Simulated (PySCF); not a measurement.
A PySCF script (with the pyscf-properties extension) for the NMR shieldings of SMILES C=C(F)[CH+]CB(F)F, [C$_{4}$H$_{5}$BF$_{3}$]+, on a GFN2-xTB geometry:

```python
import basis_set_exchange as bse
import numpy as np
from pyscf import gto, dft
from pyscf.prop import nmr

atoms = """
C     2.317543    0.875941    0.065349
C     1.178039    0.198781    0.346469
F     0.889019   -0.095166    1.613278
C     0.239390   -0.245056   -0.614005
C    -0.947996   -0.939486   -0.267962
B    -2.177005    0.071587    0.208050
F    -1.945089    1.301572    0.517537
F    -3.362255   -0.418829    0.276057
H     2.586884    1.133478   -0.945587
H     2.987099    1.171595    0.861421
H     0.446597   -0.002671   -1.650151
H    -0.843887   -1.526088    0.657323
H    -1.372727   -1.525173   -1.085505
"""
names = dict.fromkeys(["C", "F", "B", "H"], "pcSseg-1")
basis = {el: gto.basis.parse(bse.get_basis(n, elements=[el], fmt="nwchem")) for el, n in names.items()}
mol = gto.M(atom=atoms, basis=basis, charge=1, verbose=0)
mf = dft.RKS(mol, xc="PBE0")
mf.grids.level = 2
mf.grids.alignment = dft.numint.BLKSIZE   # the property module wants whole blocks of grid points
mf.conv_tol = 1e-9
mf.kernel()

calc = nmr.RKS(mf)   # GIAO
C = mf.mo_coeff
Co = C[:, mf.mo_occ > 0]
resp = mf.gen_response(singlet=True, hermi=2)
def vind(x):   # induced exchange potential for any number of trial vectors
    d = np.einsum("pi,xij,qj->xpq", C, 2 * x.reshape(-1, C.shape[1], Co.shape[1]), Co, optimize=True)
    return np.einsum("xpq,pi,qj->xij", resp(d - d.transpose(0, 2, 1)), C, Co, optimize=True).ravel()
mo1, _ = nmr.rhf.solve_mo1(calc, with_cphf=vind)
sigma = calc.kernel(mo1)
for i, s in enumerate(sigma):   # ppm
    print("%2d %-2s %9.2f" % (i, mol.atom_pure_symbol(i), np.trace(s) / 3))
```

Q: What does it print?

A: 
```
 0 C       3.44
 1 C      10.86
 2 F     262.83
 3 C     -52.84
 4 C     135.37
 5 B      81.00
 6 F     220.01
 7 F     219.51
 8 H      23.34
 9 H      22.80
10 H      21.63
11 H      26.64
12 H      26.91
```

These numbers come from an equivalent density-fitted implementation of the same equations, which agrees with the script to about 0.01 ppm for H and up to a few tenths of a ppm for heavy atoms, so last digits may differ.

Size and cost of the density-fitted run: 161 basis functions, 32 s wall time on 1 thread of an Arm Neoverse N1, shared host; peak memory 0.73 GiB.
